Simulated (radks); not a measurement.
Values are calculated unless marked as measured or tabulated.
Neutral chromium, 24 electrons, occupied as [Ar] 3d4.75 4s1.25 (fractional occupations, a model configuration). Code: a radial shooting solver on a logarithmic mesh with Libxc functionals. Model: Dirac Kohn-Sham, LDA (Slater exchange, Perdew-Wang correlation), spin-unpolarised, spherical densities, point nucleus; open shells are shared between the two j in proportion to 2j + 1.

Spin-orbit splittings of the eigenvalues, e(l+1/2) - e(l-1/2), with zeta = 2 splitting/(2l+1) and mean radii in bohr:

shell  occ.  splitting (eV)  zeta (eV)  <r> j=l-1/2  <r> j=l+1/2
2p        6           8.625      5.750       0.2583       0.2611
3p        6           1.030     0.6867       0.9591       0.9684
3d     4.75         0.08090    0.03236        1.452        1.461
